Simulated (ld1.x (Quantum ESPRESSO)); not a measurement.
## What the settings do to the PAW potential of Cu

Base potential:

Cu, PAW, made with ld1.x (Quantum ESPRESSO) 7.5 (LDA (PZ), scalar-relativistic). Core [Ne], reference 3s2 3p6 3d8 4s0 4p0 (charge +3). Waves: 3s (bound): rcut 1.00, rcutus 1.10 bohr; 4s (bound, empty): rcut 1.00, rcutus 1.10 bohr; 3p (bound): rcut 1.00, rcutus 1.25 bohr; 4p (bound, empty): rcut 1.00, rcutus 1.25 bohr; 3d (bound): rcut 1.15, rcutus 1.35 bohr; 3d channel at -2.8 Ry: rcut 1.15, rcutus 1.35 bohr. Local part: all-electron potential smoothed inside 0.90 bohr (lloc = -1). Core correction: Bessel-smoothed model core inside 1.00 bohr. Augmentation charge: PSQ, inside the norm-conserving radii.

Cutoffs, loose and tight: the cutoffs (Ry, on a coarse ladder) from which the occupation-weighted sum of valence levels, in a spherical-Bessel basis at the reference potential, stays within 10 and 1 mRy of its value at 400 Ry. They do not see the model core or the augmentation charge, which bear on the density cutoff. Test errors are all-electron minus pseudo excitation energies from the reference, over the configurations 3s2 3p6 3d10 4s1 4p0; 3s2 3p6 3d10 4s0 4p0; 3s2 3p6 3d9 4s0 4p0; 3s2 3p6 3d7 4s0 4p0; 3s1 3p6 3d10 4s1 4p0; 3s2 3p6 3d10 4s0.5 4p0; 3s2 3p6 3d9 4s2 4p0 (two spin-polarised tests are not counted in the largest error). A dash means not determined; rows that change the core or the reference have their own tests.

Cutoffs are not given where the Bessel-basis levels miss the radial ones by over 6 mRy, ghosts where they miss by over 20 mRy; a channel whose overlap is not positive is not tested.

A file whose overlap is not positive is unfit for use, and its test errors describe a broken file.

| change | outcome | cutoff, loose | cutoff, tight | bound ghosts | largest test error (meV) |
| --- | --- | --- | --- | --- | --- |
| base | generated, overlap not positive | – | – | not determined (overlap not positive) | test run stopped at test 1 of 9 (negative norm?) |
| waves 3p (bound): rcut 0.78, rcutus 0.82 bohr; 4p (bound): rcut 0.78, rcutus 0.82 bohr | generated | 120 Ry | 230 Ry | none | -27 |
| waves 3p (bound): rcut 0.86, rcutus 0.92 bohr; 4p (bound): rcut 0.86, rcutus 0.92 bohr | generated, overlap not positive | – | – | not determined (overlap not positive) | -26 |
| waves 3p (bound): rcut 0.98, rcutus 1.04 bohr; 4p (bound): rcut 0.98, rcutus 1.04 bohr | generated, overlap not positive | – | – | not determined (overlap not positive) | -27 |
| waves 3p (bound): rcut 1.00, rcutus 1.18 bohr; 4p (bound): rcut 1.00, rcutus 1.18 bohr | failed: new_paw_hamiltonian: negative rho | – | – | – | – |
| waves 3p (bound): rcut 1.00, rcutus 1.26 bohr; 4p (bound): rcut 1.00, rcutus 1.26 bohr | generated, overlap not positive | – | – | not determined (overlap not positive) | test run stopped at test 1 of 9 (negative norm?) |
| waves 3p (bound): rcut 1.00, rcutus 1.42 bohr; 4p (bound): rcut 1.00, rcutus 1.42 bohr | generated, overlap not positive | – | – | not determined (overlap not positive) | -410 |
| waves 3p (bound): rcut 1.00, rcutus 1.50 bohr; 4p (bound): rcut 1.00, rcutus 1.50 bohr | generated | 70 Ry | 110 Ry | none | -28 |
| waves 3p (bound): rcut 1.00, rcutus 1.66 bohr; 4p (bound): rcut 1.00, rcutus 1.66 bohr | generated | 60 Ry | 110 Ry | none | -28 |
| waves 3p (bound): rcut 1.00, rcutus 1.76 bohr; 4p (bound): rcut 1.00, rcutus 1.76 bohr | generated | 60 Ry | 110 Ry | none | -28 |
| waves 3p (bound): rcut 1.00, rcutus 1.90 bohr; 4p (bound): rcut 1.00, rcutus 1.90 bohr | generated | 60 Ry | 110 Ry | none | -30 |

Reading the sweep of the p radius (base included, trends over the rows without a ghost): The loose cutoff falls from 120 Ry at 0.82 to 60 Ry at 1.9 bohr. A larger radius leaves more room for a smooth pseudo-wave, so fewer plane waves are needed; a smaller one forces it to follow the all-electron wave where it bends sharply. The median size of the test errors (rows with all tests solved) is not monotonic: lowest 2.7 meV at 1.66 bohr, highest 5.5 meV at 0.82 bohr. The generation fails at 1.18 bohr.
